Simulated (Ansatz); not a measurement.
`CO[Si]F` at its PBE0-D4/def2-TZVP geometry, where that method's forces vanish. The species carries charge 0 and has multiplicity 1.

```
atom   x (Å)   y (Å)   z (Å)
  C1   0.082   0.361   0.734
  O2  -0.110   0.696  -0.628
 Si3  -0.251  -0.203  -1.978
  F4  -0.116  -1.714  -1.406
  H5   0.147  -0.720   0.875
  H6   1.002   0.828   1.087
  H7  -0.755   0.752   1.316
```

For each bond, give half the difference of the two atoms' forces along it (eV/Å; positive pushes the atoms apart) under PBE-D4, r2SCAN-D4, B3LYP-D4, ωB97M-V in def2-TZVPP. (Estimate.)

Ansatz gave: 
| bond | length (Å) | PBE-D4 | r2SCAN-D4 | B3LYP-D4 | ωB97M-V |
| --- | --- | --- | --- | --- | --- |
| C1–O2 | 1.415 | 0.18 | 0.30 | 0.29 | 0.24 |
| C1–H5 | 1.092 | 0.08 | -0.07 | -0.08 | -0.09 |
| C1–H6 | 1.092 | 0.08 | -0.06 | -0.10 | -0.11 |
| C1–H7 | 1.092 | 0.08 | -0.06 | -0.10 | -0.11 |
| O2–Si3 | 1.628 | 0.38 | -0.02 | 0.04 | 0.02 |
| Si3–F4 | 1.622 | 0.57 | 0.05 | 0.23 | 0.16 |

B3LYP here is the variant with VWN-RPA as its local correlation; programs differ in this.
